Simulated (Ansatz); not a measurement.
`[AlH2][CH2][GeH3]` + `CCCCl` → `C[CH]([AlH2])CCl` + `[CH3][GeH3]`  (formal exchange of groups at the Al–C bond)

Gas-phase electronic energies from Ansatz, PBE0-D4/def2-TZVP geometries. CCSD(T)/CBS adds triple-zeta CCSD(T) − MP2 to the extrapolated MP2 energy (def2 sets, frozen cores). DFT in def2-TZVPP. For Ge outer-core shells are correlated without core-valence functions, which leaves a few kJ/mol of doubt a bond. Scalar relativity is left out up to krypton. Each species was taken in one conformer, which may not be the lowest.

Question: Is it downhill or uphill in electronic energy at CCSD(T)/CBS, and by how much? (Estimate.)

Answer: Computed: Uphill: ΔE = +28.2 kJ/mol.

Question: What do these levels give: PBE-D4, ωB97M-V, PBE0, SCS-MP2/def2-QZVPP, MP2/CBS(def2), CCSD/CBS(def2)? (Best estimate.)

Answer: Ansatz gave: PBE-D4 22.3, ωB97M-V 25.7, PBE0 27.1, SCS-MP2/def2-QZVPP 28.4, MP2/CBS(def2) 27.6, CCSD/CBS(def2) 29.5 kJ/mol.

Largest T1 diagnostic among the species: 0.011.

In def2-TZVPP, CCSD(T) changes the Hartree–Fock value by −6.8 kJ/mol (the triples alone add −1.3 kJ/mol) and MP2 by −7.4 kJ/mol. From PBE to PBE0 (25 % exact exchange), in def2-TZVPP and without D4, ΔE moves by +3.2 kJ/mol.
